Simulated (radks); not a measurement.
Spherical quantum dot in the effective-mass picture: electrons in a parabolic well V = omega^2 r^2 / 2 with omega = 0.176, with a point charge +1 (a donor) at the centre, all in effective atomic units (hartree* = m*/eps^2 hartree, bohr* = eps/m* bohr), one dielectric constant everywhere. Method: non-relativistic Kohn-Sham, PBE, spin-polarised, spherical densities; computed with a radial shooting solver with Libxc functionals. Levels are named by radial order and angular momentum (1s, 1p, 1d, 2s, ...), and open shells are averaged over m. Results are scaled to m* = 0.565 and eps = 6.3, for which hartree* = 387.4 meV and bohr* = 0.5901 nm.

N = 21, configuration 1s2 1p6 1d10 2s2 1f(up 1, down 0). This is the lowest configuration that the search found. Occupied levels:

| level | occupation | eigenvalue (meV) | <r> (nm) |
|---|---|---|---|
| 1s down | 1 | 1248.9 | 1.729 |
| 1s up | 1 | 1249.0 | 1.756 |
| 1p up | 3 | 1283.8 | 3.747 |
| 1p down | 3 | 1284.9 | 3.708 |
| 2s up | 1 | 1286.7 | 3.346 |
| 2s down | 1 | 1287.9 | 3.342 |
| 1d up | 5 | 1305.7 | 4.112 |
| 1d down | 5 | 1307.3 | 4.088 |
| 1f up | 1 | 1331.9 | 4.382 |

Energy (meV): total 15480.6, kinetic 1056.5, external 3753.1, Hartree 12126, exchange-correlation -1455.2.

Electron density:

| r (nm) | n(r) (e/nm^3) |
|---|---|
| 0.354 | 0.6364 |
| 0.748 | 0.1989 |
| 1.14 | 0.07442 |
| 1.54 | 0.03716 |
| 1.93 | 0.02897 |
| 2.32 | 0.03126 |
| 2.72 | 0.03684 |
| 3.11 | 0.04167 |
| 3.50 | 0.04318 |
| 3.90 | 0.04011 |
| 4.29 | 0.03273 |
| 4.69 | 0.02292 |
| 5.08 | 0.01340 |
| 5.47 | 0.006411 |
| 5.87 | 0.002545 |
| 6.26 | 0.0008452 |
| 6.66 | 0.0002304 |
| 7.05 | 0.00005162 |
| 7.44 | 9.750e-06 |
| 7.84 | 1.476e-06 |
